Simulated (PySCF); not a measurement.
Compound: C9H9NS.
SMILES with atom numbers: `[CH3:1][S:2][c:3]1[cH:4][c:5]([CH3:6])[cH:7][c:8]([C:9]#[N:10])[cH:11]1` (hydrogens: H12, H13, H14 on C1; H15 on C4; H16, H17, H18 on C6; H19 on C7; H20 on C11)

Torsions of this conformer, `[CH3:1][S:2][c:3]1[cH:4][c:5]([CH3:6])[cH:7][c:8]([C:9]#[N:10])[cH:11]1`: C1–S2–C3–C4 3°.

The closed-shell ground state was solved at several levels (PySCF, density fitting, gas phase, non-relativistic). Geometry: PBE0-D3(BJ)/def2-SVP, one conformer, isolated molecule.

| level | basis functions | total energy (Eh) | HOMO (eV) | LUMO (eV) | gap (eV) | dipole (D) |
| --- | --- | --- | --- | --- | --- | --- |
| wB97X-D/pcSseg-2 | 529 | -801.3225 | -8.26 | 0.13 | 8.39 | 6.34 |
| PBE0/pcSseg-1 | 239 | -800.6207 | -6.56 | -1.52 | 5.04 | 6.29 |

Estimate the row for CAM-B3LYP/def2-SVPD, a basis of 299 functions; the other rows only guide the guess.

Total energy -800.6928 Eh, HOMO -7.73 eV, LUMO -0.52 eV, gap 7.21 eV, dipole 6.30 D.

Over all these levels, which gives the widest orbital gap and which the narrowest?

wB97X-D/pcSseg-2 (range-separated hybrid) has the widest, 8.39 eV, and PBE0/pcSseg-1 (global hybrid, 25 % exact exchange) the narrowest, 5.04 eV. Functional and basis both differ between the two, so the spread mixes both effects.

How far do the dipole and the HOMO energy spread over the levels?

The dipole runs from 6.29 to 6.34 D (mean 6.31 D) and the HOMO from -8.26 to -6.56 eV.

Note: wB97X-D ran without an empirical dispersion term, which enters the total energy and its gradient alone.
